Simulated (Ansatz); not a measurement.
Question: Name a neutral molecule of N, O, Si and H with HOMO energy (PBE0/def2-TZVPP) between -7.35 and -7.05 eV and HOMO–LUMO gap (PBE/def2-TZVPP) between 5.50 and 5.80 eV (Ansatz, PBE0-D4/def2-TZVP geometry).

Answer: `O[Si@H]1N[Si@@H](O)N1` (-7.33 eV, 5.77 eV). Other molecules can fit too; these were computed, each in one conformer that needn't be the lowest.
